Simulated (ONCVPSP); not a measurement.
## PBE ONCV dataset for rhenium, non-relativistic all-electron reference.

The input file (ONCVPSP 4.0.1):

```
# ATOM AND REFERENCE CONFIGURATION
# atsym  z   nc   nv     iexc    psfile
  Re 75.00   10    4        4      upf
#
#   n    l    f
    1    0    2.00
    2    0    2.00
    2    1    6.00
    3    0    2.00
    3    1    6.00
    3    2   10.00
    4    0    2.00
    4    1    6.00
    4    2   10.00
    4    3   14.00
    5    0    2.00
    5    1    6.00
    5    2    5.00
    6    0    1.50
#
# PSEUDOPOTENTIAL AND OPTIMIZATION
# lmax
    3
#
#   l,   rc,      ep,       ncon, nbas, qcut
    0    1.75    0.00    3    7    9.10
    1    1.80    0.00    4    7    7.40
    2    2.10    0.00    3    7    8.10
    3    2.30    0.13    3    7    4.50
#
# LOCAL POTENTIAL
# lloc, lpopt,  rc(5),   dvloc0
    4    4    1.25    0.00
#
# VANDERBILT-KLEINMAN-BYLANDER PROJECTORs
# l, nproj, debl
    0    2    2.40
    1    3    2.60
    2    2    1.60
    3    3    1.30
#
# MODEL CORE CHARGE
# icmod, fcfact, rcfact
    3    3.50    1.45
#
# LOG DERIVATIVE ANALYSIS
# epsh1, epsh2, depsh
   -4.00    5.00    0.02
#
# OUTPUT GRID
# rlmax, drl
    6.00    0.01
#
# TEST CONFIGURATIONS
# ncnf
    4
# nvcnf
#   n    l    f
    4
    5    0    2.00
    5    1    6.00
    5    2    5.00
    6    0    2.00
#
    4
    5    0    2.00
    5    1    6.00
    5    2    5.00
    6    0    1.00
#
    4
    5    0    2.00
    5    1    6.00
    5    2    5.00
    6    0    0.00
#
    4
    5    0    2.00
    5    1    6.00
    5    2    3.00
    6    0    0.00
#
```

Command:

```bash
oncvpspnr.x < Re.dat > Re.out
```

Resulting log (shortened: citation, most of the input echo, consistency checks and plot data are left out):

```
ONCVPSP  (Optimized Norm-Conservinng Vanderbilt PSeudopotential)
scalar-relativistic version 4.0.1

#   n    l    f        energy (Ha)
    1    0    2.00    -2.4095751E+03
    2    0    2.00    -3.9744571E+02
    2    1    6.00    -3.8120983E+02
    3    0    2.00    -9.1332534E+01
    3    1    6.00    -8.3781583E+01
    3    2   10.00    -6.9704015E+01
    4    0    2.00    -1.8623656E+01
    4    1    6.00    -1.5447455E+01
    4    2   10.00    -9.6495343E+00
    4    3   14.00    -2.0418720E+00
    5    0    2.00    -2.6899709E+00
    5    1    6.00    -1.7537200E+00
    5    2    5.00    -3.7845502E-01
    6    0    1.50    -2.8860091E-01

Reference configufation results
  iterations    25
  all-electron total energy (Ha)   -1.57879545D+04

Begin loop to  construct optimized pseudo wave functions
and semi-local pseudopoentials for all angular momenta

Calculating optimized projector #   1

 for l=   0

    Fraction of norm inside rc  0.935210
    Optimizing pswf for qcut=   9.09 a_B^-1,  ecut=  41.32 Ha
    Residual kinetic energy error=  1.76D-08 Ha
 ERROR pspot:  first pseudo wave function has node,          program will stop
 ERROR pspot: try changing psp parameters for this l
```

oncvpspnr.x prints “scalar-relativistic version” in its banner although the run is non-relativistic.

The run stopped because the optimised pseudo-wave of the first projector has a node, so the radial equation cannot be inverted for a potential.

The run took about 0.16 s on one core of a shared server CPU.
